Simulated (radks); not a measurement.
Task: The strontium ion Sr6+ is in [Ar] 3d10 4s2 4p(1/2: 2, 3/2: 0). All-electron calculation, Dirac Kohn-Sham, PBE, spin-unpolarised, spherical densities, finite nucleus; Fermi nuclear charge, rms radius of each element as measured or else 0.836 A^(1/3) + 0.57 fm. Program: a radial shooting solver on a logarithmic mesh with Libxc functionals. Sub-shells are occupied by j as written (lower j first in brackets). One electron is removed from 3d3/2, 4s1/2, 3d5/2, 4p1/2 in turn, with full relaxation. Which removal costs least, and what does each cost?

Result: 4p1/2 104.63 eV; 4s1/2 124.91 eV; 3d5/2 231.38 eV; 3d3/2 233.32 eV. The 4p1/2 electron leaves first.
